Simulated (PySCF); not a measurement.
**Stretching PbN**

Set-up: basis Pb def2-TZVPP with ECP60, N def2-TZVPP; scalar-relativistic core potentials; PySCF 2.14. Energies in eV from Pb + N in their ground configurations at the same level. State: ²Π (doublet), unpaired electrons π ↑.

| R (Å) | ωB97M-V |
| --- | --- |
| 1.776 | -1.101 |
| 1.859 | -1.702 |
| 1.941 | -1.990 |
| 2.003 | -2.064 |
| 2.065 | -2.061 |
| 2.127 | -2.011 |
| 2.210 | -1.902 |
| 2.313 | -1.724 |
| 2.437 | -1.479 |
| 2.602 | -1.145 |

⟨S²⟩ is raised (PbN 0.95), so spin contamination touches these numbers. ⟨S²⟩ of the unrestricted solution departs from its pure value on part of the curve, where spin states mix. Spin–orbit coupling is left out, which matters for elements this heavy, above all for dissociation energies. The state was picked by a PBE0 search and need not be the measured ground state.
